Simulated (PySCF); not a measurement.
SMILES [CH3][Al]([CH3])[CH2]C[SiH3], GFN2-xTB optimised geometry.

```
19

Si    -2.99    -0.35     0.00
C     -1.09    -0.35     0.00
C     -0.50     0.37    -1.23
Al     1.51     0.39    -1.11
C      2.41    -0.22     0.56
C      2.60     1.01    -2.66
H     -3.47    -1.03    -1.21
H     -3.47     1.03     0.00
H     -3.49    -1.05     1.19
H     -0.72    -1.38     0.03
H     -0.71     0.12     0.91
H     -0.86    -0.13    -2.14
H     -0.92     1.38    -1.29
H      3.49    -0.27     0.41
H      2.24     0.45     1.41
H      2.09    -1.21     0.90
H      2.00     1.45    -3.46
H      3.18     0.20    -3.12
H      3.33     1.77    -2.36
```

Density from CAM-B3LYP/def2-SVP (PySCF) at that geometry.

Minimum of the electron density along straight lines between bonded atoms, close to the bond critical point (lines longer than 1.1 times the sum of covalent radii, or with two minima, are not listed):

```tsv
bond	length / Å	ρ at the minimum / e bohr⁻³	∇²ρ there / e bohr⁻⁵	position (fraction from the first atom)
Si1–C2	1.900	0.114	0.31	0.38
C2–C3	1.543	0.231	-0.49	0.51
C3–Al4	2.011	0.078	0.29	0.61
Al4–C5	1.996	0.078	0.30	0.40
Al4–C6	1.994	0.079	0.30	0.40
Si1–H7	1.466	0.116	0.34	0.49
Si1–H8	1.466	0.116	0.34	0.49
Si1–H9	1.465	0.116	0.33	0.49
C2–H10	1.094	0.270	-0.95	0.62
C2–H11	1.094	0.271	-0.96	0.62
C3–H12	1.099	0.265	-0.91	0.62
C3–H13	1.099	0.265	-0.91	0.62
C5–H14	1.096	0.265	-0.92	0.62
C5–H15	1.096	0.263	-0.91	0.62
C5–H16	1.095	0.264	-0.92	0.62
C6–H17	1.095	0.265	-0.92	0.62
C6–H18	1.096	0.263	-0.91	0.62
C6–H19	1.096	0.264	-0.91	0.62
```
